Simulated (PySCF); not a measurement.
Compound: C4H6FNSi.
Geometry (GFN2-xTB, Å), atoms numbered from 1 in this order:
```
atom  x, y, z in Å
C1    -1.0111   -1.1389    0.2832
C2    -0.5127    0.2334   -0.0569
C3    -1.2584    1.3136    0.1204
F4    -2.5128    1.2680    0.6090
Si5    1.2242    0.3989   -0.7686
C6     2.3607   -0.4231    0.4694
N7     3.0500   -0.9332    1.2287
H8    -2.0061   -1.0994    0.7198
H9    -0.3330   -1.6161    0.9897
H10   -1.0449   -1.7583   -0.6124
H11   -0.9624    2.3287   -0.0998
H12    1.6400    1.7951   -0.8910
H13    1.3623   -0.3683   -2.0094
```

Level of theory: PySCF, TDDFT wB97X-D/def2-SVPD, vertical, gas phase, core orbitals frozen in the response.

```json
{"state": "S1", "λ (nm)": "182.7", "E (eV)": "6.79", "f": "0.030", "main configurations (H = HOMO, L = LUMO)": "H→L (70%), H→L+1 (18%)"}
{"state": "S2", "λ (nm)": "174.4", "E (eV)": "7.11", "f": "0.250", "main configurations (H = HOMO, L = LUMO)": "H→L+1 (71%), H→L (20%)"}
{"state": "S3", "λ (nm)": "172.1", "E (eV)": "7.20", "f": "0.059", "main configurations (H = HOMO, L = LUMO)": "H-2→L (27%), H→L+2 (22%), H-2→L+1 (10%)"}
{"state": "S4", "λ (nm)": "170.3", "E (eV)": "7.28", "f": "0.056", "main configurations (H = HOMO, L = LUMO)": "H→L+2 (61%), H-2→L (12%)"}
{"state": "S5", "λ (nm)": "164.8", "E (eV)": "7.52", "f": "0.0024", "main configurations (H = HOMO, L = LUMO)": "H-1→L (39%), H-2→L+2 (17%), H-2→L+1 (13%)"}
{"state": "S6", "λ (nm)": "163.8", "E (eV)": "7.57", "f": "0.011", "main configurations (H = HOMO, L = LUMO)": "H-1→L+1 (22%), H-2→L (22%), H-1→L+2 (12%)"}
{"state": "S7", "λ (nm)": "159.2", "E (eV)": "7.79", "f": "0.018", "main configurations (H = HOMO, L = LUMO)": "H→L+4 (49%), H→L+3 (14%)"}
{"state": "S8", "λ (nm)": "158.0", "E (eV)": "7.85", "f": "0.010", "main configurations (H = HOMO, L = LUMO)": "H-1→L+2 (24%), H→L+4 (19%), H-1→L+1 (14%)"}
```

Triplets (Tamm–Dancoff): T1 4.45 eV, H→L (42%), H→L+1 (25%), H→L+2 (22%); T2 6.08 eV, H-2→L+2 (18%), H-1→L (18%), H-2→L+1 (16%); T3 6.63 eV, H-2→L+1 (19%), H-2→L+2 (17%), H-1→L (13%).

The lowest singlet lies at 6.79 eV (183 nm, vacuum ultraviolet) and is of moderate strength; its leading configuration is HOMO→LUMO (70%). The most intense listed level is S2 at 7.11 eV (174 nm, f = 0.250), 0.32 eV above S1. Löwdin shares by element: HOMO carbon 72% or more, fluorine 14%; LUMO carbon 33% or more, silicon 19%, nitrogen 17% (atoms not listed hold the other 31%). The listed states span 1.06 eV, and the widest gap between neighbours is 0.32 eV (S1 to S2). Of the 8 states listed, 7 reach f = 0.01 and none stays under 0.0005. Orbital energies (eV): HOMO-3 -12.36, HOMO-2 -11.83, HOMO-1 -11.56, HOMO -9.87, LUMO 1.00, LUMO+1 1.24, LUMO+2 1.49. No computed singlet lies in the visible range (380 to 750 nm); the lowest, at 183 nm, stands 3.53 eV above its violet end (3.26 eV). Only the lowest 8 singlets were computed, as vertical energies without vibronic structure.

One conformer stands for the species.
